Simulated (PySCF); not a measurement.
`C#Cc1cc(F)cc(C(=O)O)c1`. Level of theory: PBE0-D3(BJ)/def2-SVP geometry optimisation, gas phase in PySCF.

```
atom  x, y, z in Å
C1     3.4597   -1.5232   -0.6672
C2     2.4494   -0.8716   -0.5089
C3     1.2579   -0.1061   -0.3192
C4     1.2657    1.2786   -0.5503
C5     0.0995    2.0070   -0.3579
F6     0.1203    3.3180   -0.5769
C7    -1.0797    1.4063    0.0558
C8    -1.0834    0.0275    0.2843
C9    -2.3634   -0.5876    0.7314
O10   -3.3819    0.0276    0.9154
O11   -2.2718   -1.9101    0.9129
C12    0.0729   -0.7303    0.1006
H13    4.3545   -2.1016   -0.8057
H14    2.1730    1.7879   -0.8770
H15   -1.9903    1.9887    0.2038
H16   -3.1471   -2.2085    1.2022
H17    0.0568   -1.8043    0.2829
```

Q: What is the repulsion energy of the bare nuclei, Σ ZA·ZB/RAB?

A: 616.86 Eh over 136 pairs, with full nuclear charges and distances in bohr; the largest single term is 21.50 Eh (C5 with F6).

Q: What is the longest distance between nuclei?

A: O10···H13, 8.21 Å; the next longest distance is 7.77 Å.

Q: Work out the bond lengths C1≡C2, C3–C12, C4–C5, C5–C7, C7–C8, C7–H15, C8–C12, C12–H17 in Å.

A: For C1≡C2 the difference vector is (-1.0103, 0.6516, 0.1583) Å, of length 1.2126 Å. C1≡C2 1.213; C3–C12 1.404; C4–C5 1.388; C5–C7 1.387; C7–C8 1.398; C7–H15 1.091; C8–C12 1.395; C12–H17 1.089 Å.

Q: Give the dihedral angles O10–C9–O11–H16, C7–C8–C9–O10, H14–C4–C5–F6, H15–C7–C8–C9, H14–C4–C5–C7, C2–C3–C12–H17.

A: O10–C9–O11–H16 0° (synperiplanar); C7–C8–C9–O10 -1° (synperiplanar); H14–C4–C5–F6 0° (synperiplanar); H15–C7–C8–C9 0° (synperiplanar); H14–C4–C5–C7 180° (antiperiplanar); C2–C3–C12–H17 0° (synperiplanar). Dihedral signs follow IUPAC: positive where, seen along the central bond, the front bond turns clockwise onto the rear one.

Q: How far apart are these pairs, which share no bond: C5···O11, C5···H16, C8···H17, C9···H14, H15···H17?

A: C5···O11 4.752 Å (4 bonds apart); C5···H16 5.545 Å (5 bonds apart); C8···H17 2.158 Å (2 bonds apart); C9···H14 5.367 Å (5 bonds apart); H15···H17 4.311 Å (4 bonds apart).

Q: How far are the heavy atoms from their best plane (unweighted least squares)?

A: 0.005 Å rms; none is more than 0.013 Å off.

Q: What are the angles C2–C1–H13, C4–C3–C12, C2–C3–C12, C5–C4–H14, C9–O11–H16?

A: From the scalar product of the two bond vectors; for C2–C1–H13 it is -1.3028 Å² over 1.2126 × 1.0744 Å², cos θ = -0.999998. C2–C1–H13 179.9°; C4–C3–C12 119.5°; C2–C3–C12 120.4°; C5–C4–H14 119.7°; C9–O11–H16 106.4°.

Q: Where is the centre of mass (commonest isotopes), and what is the radius of gyration?

A: Mass 164.027 u; centre at (-0.230, 0.252, 0.021) Å; Rg = √(Σ m r²/M) = 2.612 Å. As Ia + Ib + Ic = 2 Σ m r², the three principal moments sum to 2237.4 u·Å².

Not checked by PBE0-D3(BJ)/def2-SVP frequencies. One conformer, not necessarily the lowest.
